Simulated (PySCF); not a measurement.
Problem. Write Cartesian coordinates for `c1ccc2n[se]nc2c1` (2,1,3-benzoselenadiazole) as optimised with PBE0-D3(BJ)/def2-SVP.

Solution. 
```xyz
13
C6H4N2Se angstrom
C     -1.5286   -0.7677    0.0519
C     -1.5240    0.6628   -0.0350
C     -0.3598    1.3778   -0.0457
C      0.8820    0.6738    0.0321
N      2.0745    1.2491    0.0312
Se     3.2709   -0.0592    0.1427
N      2.0665   -1.3641    0.1875
C      0.8773   -0.7858    0.1199
C     -0.3691   -1.4862    0.1279
H     -2.4890   -1.2888    0.0571
H     -2.4809    1.1869   -0.0936
H     -0.3449    2.4666   -0.1116
H     -0.3613   -2.5751    0.1944
```

Any rigid rotation of these coordinates is as good. Atoms count from 1 in this order. The C–C distances run from 1.366 Å (C1–C9, aromatic) to 1.462 Å (C4–C8, aromatic), a spread of 0.096 Å. The 5-membered ring C4–N5–Se6–N7–C8 has internal angles of 94.9° to 115.9° (sum 540°, against 540° for a flat polygon); it is planar, 0.00 Å rms from its mean plane, widest ring torsion 0°. The 9 heavy atoms lie in one plane (0.000 Å rms). N5 (pyridine-type nitrogen) is bent (angle 106.7°).

Bonds between heavy atoms (Å): C1–C2 1.433, C2–C3 1.366, C3–C4 1.430, C4–N5 1.324, N5–Se6 1.776, Se6–N7 1.776, N7–C8 1.324, C8–C9 1.430, C1–C9 1.366, C4–C8 1.462.

Level of theory: PBE0-D3(BJ)/def2-SVP geometry optimisation, gas phase (PySCF).

Point group: C2v (tolerance 0.08 Å). No PBE0-D3(BJ)/def2-SVP frequencies stand behind this structure, so it isn't proved a minimum.
